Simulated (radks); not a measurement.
Spherical quantum dot in the effective-mass picture: electrons in a parabolic well V = omega^2 r^2 / 2 with omega = 0.363, with a point charge +1 (a donor) at the centre, all in effective atomic units (hartree* = m*/eps^2 hartree, bohr* = eps/m* bohr), one dielectric constant everywhere. Method: non-relativistic Kohn-Sham, r2SCAN, spin-polarised, spherical densities, generalised Kohn-Sham scheme; computed with a radial shooting solver with Libxc functionals. Levels are named by radial order and angular momentum (1s, 1p, 1d, 2s, ...), and open shells are averaged over m.

N = 37, configuration 1s2 1p6 1d10 2s2 1f14 2p(up 3, down 0). This is the lowest configuration that the search found. Occupied levels:

level    occupation  eigenvalue (hartree*)  <r> (bohr*)
1s up             1                 7.8235        2.492
1s down           1                 7.8741        2.639
1p up             3                 8.0039        4.419
1p down           3                 8.0213        4.617
2s up             1                 8.0597        4.289
2s down           1                 8.0605        3.891
1d up             5                 8.1288        5.070
1d down           5                 8.1357        5.072
1f up             7                 8.2653        5.470
1f down           7                 8.2724        5.424
2p up             3                 8.3008        4.443

Energy (hartree*): total 180.047, kinetic 10.319, external 54.318, Hartree 125.20, exchange-correlation -9.7915.

Electron density:

r (bohr*)  n(r) (e/bohr*^3)
0.204                0.3363
0.975               0.08875
1.75                0.03995
2.52                0.02980
3.29                0.02962
4.06                0.03300
4.83                0.03408
5.60                0.02716
6.37                0.01454
7.14               0.004781
7.91              0.0009074
8.68             0.00009867
9.45              6.273e-06
10.2              2.397e-07
